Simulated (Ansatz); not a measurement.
Basis-set series for CH2SeZn. The species carries charge 0 and has multiplicity 1. The bonds changed during the relaxation, so this is another structure than the one it started from. Geometry: relaxed with PBE0-D4/def2-TZVP.

```xyz
5

C    -0.033    0.318   -0.496
Zn   -0.403   -1.273    2.262
Se    1.566    0.232   -1.193
H    -0.811   -0.395   -0.756
H    -0.319    1.118    0.183
```

```json
{"functional": "PBE0-D4", "basis": "def2-SVP", "functions": "87", "energy (Eh)": "-4219.04511", "HOMO (eV)": "-6.20", "LUMO (eV)": "-2.68"}
{"functional": "PBE0-D4", "basis": "def2-QZVPP", "functions": "306", "energy (Eh)": "-4219.74044", "HOMO (eV)": "-6.40", "LUMO (eV)": "-2.87"}
{"functional": "ωB97M-V", "basis": "def2-SVP", "functions": "87", "energy (Eh)": "-4219.37164", "HOMO (eV)": "-8.31", "LUMO (eV)": "-0.60"}
{"functional": "ωB97M-V", "basis": "def2-QZVPP", "functions": "306", "energy (Eh)": "-4220.06524", "HOMO (eV)": "-8.60", "LUMO (eV)": "-0.87"}
```

Q: Give the rows for def2-TZVPP. (Estimate.)

A: Ansatz gave: 
| functional | basis | functions | energy (Eh) | HOMO (eV) | LUMO (eV) |
| --- | --- | --- | --- | --- | --- |
| PBE0-D4 | def2-TZVPP | 171 | -4219.64600 | -6.37 | -2.85 |
| ωB97M-V | def2-TZVPP | 171 | -4219.97348 | -8.60 | -0.83 |

Scalar relativity is left out up to krypton.
